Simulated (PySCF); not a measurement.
Sn(I)(NH2) (H2INSn), SMILES [NH2][Sn][I] (connectivity only; charge and spin as stated), neutral, multiplicity 1.

Geometry optimised at PBE0-D3(BJ)/def2-SVP. The def2 effective core potentials stand for the cores of I, Sn; spin–orbit coupling is left out. One conformer was computed; it need not be the lowest.

The numbers are results of PySCF 2.14.0 with IEF-PCM-B3LYP/def2-SVP, not measurements.

The values are the electrostatic part of the solvation free energy, E(continuum) − E(gas) at the gas-phase geometry, in a cavity of scaled van der Waals radii (PySCF's table); cavitation and dispersion terms are not included. A continuum can't describe solvent molecules that bind to the metal. In vacuum the orbital gap is 4.32 eV. The dipole moment in vacuum is 3.42 D.

Computed values in water (ε = 78.36), acetonitrile (ε = 35.69), dichloromethane (ε = 8.93):
```tsv
solvent	ε	ΔG(elec) (kcal/mol)	dipole (D)	gap (eV)
water	78.36	-4.5	4.94	4.64
acetonitrile	35.69	-4.4	4.90	4.63
dichloromethane	8.93	-3.8	4.69	4.59
```
